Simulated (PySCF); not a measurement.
ScBr3, SMILES [Br][Sc]([Br])[Br].

The structure is a stationary point at PBE-D3(BJ)/def2-SVP.

Level of theory: PySCF 2.14.0 with PBE-D3(BJ)/def2-SVP.

Frequencies are harmonic and unscaled.

Modes within 1.5 cm⁻¹ of each other (mostly degenerate sets) share a row, with their intensities summed.

Computed harmonic wavenumbers and intensities:
```json
[
 {"mode": "1", "ν (cm⁻¹)": "42", "IR (km/mol)": "29.0", "moving atoms (share of kinetic energy)": "Sc 84 %, Br 16 %"},
 {"mode": "2–3", "ν (cm⁻¹)": "56", "IR (km/mol)": "0.7", "moving atoms (share of kinetic energy)": "Br 91 %, Sc 9 %"},
 {"mode": "4", "ν (cm⁻¹)": "207", "IR (km/mol)": "0.0", "moving atoms (share of kinetic energy)": "Br 100 %"},
 {"mode": "5–6", "ν (cm⁻¹)": "381", "IR (km/mol)": "210.9", "moving atoms (share of kinetic energy)": "Sc 75 %, Br 25 %"}
]
```
